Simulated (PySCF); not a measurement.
A series of related molecules.

All values: PBE0/pcSseg-1 (PySCF) at GFN2-xTB geometries, gas phase, one conformer each.

(1) Rank by HOMO–LUMO gap, highest first.
A. `C=N[SiH2]N([SiH3])[SiH2]C`
B. `C=N[Si@H]1[SiH2]C[SiH2]N1[SiH3]`
C. `C=N[SiH2]N(C)[SiH2]C[SiH3]`
D. `[SiH3]N([SiH2]C[SiH3])[Si@H](F)N=C`

(2) Rank by LUMO energy, highest first.
A. `C=N[SiH2]N([SiH3])[SiH2]CC`
B. `C=N[Si@@H](F)N([SiH3])[SiH2]C[SiH3]`
C. `C1[SiH2]N([SiH3])[Si@@H](N=C)[SiH2]1`

(3) Rank by dipole moment, highest first.
A. `[CH2:1]=[N:2][SiH2:3][N:4]([SiH3:5])[SiH2:6][SiH2:7][SiH3:8]` with C1–N2–Si3–N4 131°, N2–Si3–N4–Si5 -109°, Si3–N4–Si6–Si7 -73°, N4–Si6–Si7–Si8 -29°
B. `[CH2:1]=[N:2][Si@H:3]1[SiH2:4][CH2:5][SiH2:6][N:7]1[SiH3:8]` with C1–N2–Si3–Si4 120°, N2–Si3–Si4–C5 112°, Si3–Si4–C5–Si6 5°, Si4–C5–Si6–N7 -9°, C5–Si6–N7–Si8 -171°
C. `[CH2:1]=[N:2][SiH2:3][N:4]([SiH3:5])[SiH2:6][CH3:7]` with C1–N2–Si3–N4 111°, N2–Si3–N4–Si5 -78°, Si3–N4–Si6–C7 -76°
D. `[CH2:1]=[N:2][Si@@H:3]([F:4])[N:5]([SiH3:6])[SiH2:7][CH2:8][SiH3:9]` with C1–N2–Si3–F4 -8°, N2–Si3–N5–Si6 -98°, Si3–N5–Si7–C8 -67°, N5–Si7–C8–Si9 176°

Results:

(1) D (6.24 eV), A (6.09 eV), B (5.96 eV), C (5.81 eV).

(2) A (-0.94 eV), C (-1.08 eV), B (-1.20 eV).

(3) A (2.01 D), D (1.78 D), C (1.57 D), B (1.41 D).

All values together:

```csv
SMILES,formula,μ (D),HOMO (eV),LUMO (eV),lowest IAO charge (e),highest IAO charge (e),lowest Hirshfeld charge (e),highest Hirshfeld charge (e)
C=N[SiH2]N[SiH2]C[SiH3],C2H12N2Si3,1.42,-7.06,-0.86,-0.951 (N),+1.012 (Si),-0.332 (N),+0.392 (Si)
C=N[SiH2]N(C)[SiH2]C[SiH3],C3H14N2Si3,1.43,-6.71,-0.90,-0.846 (C),+1.004 (Si),-0.263 (N),+0.387 (Si)
C=N[SiH2]N([SiH3])[SiH2]C,C2H12N2Si3,1.57,-7.05,-0.97,-1.024 (N),+0.980 (Si),-0.343 (N),+0.389 (Si)
C=N[SiH2]N([SiH3])[SiH2]CC,C3H14N2Si3,1.28,-6.95,-0.94,-1.030 (N),+0.991 (Si),-0.344 (N),+0.385 (Si)
C=N[Si@@H](F)N([SiH3])[SiH2]C[SiH3],C2H13FN2Si4,1.78,-7.44,-1.20,-1.041 (N),+1.365 (Si),-0.347 (N),+0.473 (Si)
C=N[SiH2]N([SiH3])[SiH2][SiH2][SiH3],CH14N2Si5,2.01,-7.19,-1.16,-1.036 (N),+0.985 (Si),-0.347 (N),+0.391 (Si)
C=N[Si@H]1[SiH2]C[SiH2]N1[SiH3],C2H12N2Si4,1.41,-7.04,-1.08,-1.030 (N),+0.884 (Si),-0.347 (N),+0.364 (Si)
```

Conformers: `[CH2:1]=[N:2][SiH2:3][NH:4][SiH2:5][CH2:6][SiH3:7]` with C1–N2–Si3–N4 132°, N2–Si3–N4–Si5 172°, Si3–N4–Si5–C6 -58°, N4–Si5–C6–Si7 -55°; `[CH2:1]=[N:2][SiH2:3][N:4]([CH3:5])[SiH2:6][CH2:7][SiH3:8]` with C1–N2–Si3–N4 136°, N2–Si3–N4–C5 -24°, Si3–N4–Si6–C7 103°, N4–Si6–C7–Si8 -52°; `[CH2:1]=[N:2][SiH2:3][N:4]([SiH3:5])[SiH2:6][CH3:7]` with C1–N2–Si3–N4 111°, N2–Si3–N4–Si5 -78°, Si3–N4–Si6–C7 -76°; `[CH2:1]=[N:2][SiH2:3][N:4]([SiH3:5])[SiH2:6][CH2:7][CH3:8]` with C1–N2–Si3–N4 109°, N2–Si3–N4–Si5 106°, Si3–N4–Si6–C7 -169°, N4–Si6–C7–C8 180°; `[CH2:1]=[N:2][Si@@H:3]([F:4])[N:5]([SiH3:6])[SiH2:7][CH2:8][SiH3:9]` with C1–N2–Si3–F4 -8°, N2–Si3–N5–Si6 -98°, Si3–N5–Si7–C8 -67°, N5–Si7–C8–Si9 176°; `[CH2:1]=[N:2][SiH2:3][N:4]([SiH3:5])[SiH2:6][SiH2:7][SiH3:8]` with C1–N2–Si3–N4 131°, N2–Si3–N4–Si5 -109°, Si3–N4–Si6–Si7 -73°, N4–Si6–Si7–Si8 -29°; `[CH2:1]=[N:2][Si@H:3]1[SiH2:4][CH2:5][SiH2:6][N:7]1[SiH3:8]` with C1–N2–Si3–Si4 120°, N2–Si3–Si4–C5 112°, Si3–Si4–C5–Si6 5°, Si4–C5–Si6–N7 -9°, C5–Si6–N7–Si8 -171°.
